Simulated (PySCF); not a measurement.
**Ionising TlSe**

UHF; Tl def2-SVP with ECP60, Se def2-SVP; scalar-relativistic core potentials (PySCF 2.14). Neutral (UHF): doublet (π ↑), Re = 2.765 Å, ωe = 172 cm⁻¹, De = 1.63 eV, HOMO -7.87 eV, LUMO -0.16 eV.

TlSe⁺ (UHF): triplet (π ↑↑), Re = 3.513 Å, ωe = 63.3 cm⁻¹. The energies at the minima are -2571.10293 hartree for TlSe and -2570.87366 for TlSe⁺.

Work out the adiabatic ionisation energy, without and with harmonic zero-point energies (1 hartree = 27.2114 eV, 1 eV = 8065.5 cm⁻¹), and the change of the bond length.

At UHF: 0.22927 hartree = 6.239 eV between the minima; the zero-point term (63.3 − 172.0)/2 cm⁻¹ = -0.007 eV makes it 6.232 eV. Re changes by +74.8 pm against the neutral. The electron leaves a π orbital, and the ion is left as a loose complex of an ion and an atom.

These are scalar-relativistic numbers at best; spin–orbit coupling would shift them, the dissociation energy most. Hartree–Fock leaves out correlation, which carries a large part of most bond energies and some tenths to 1 eV of ionisation energies. States were picked by a PBE0 search and need not be the measured ground states.
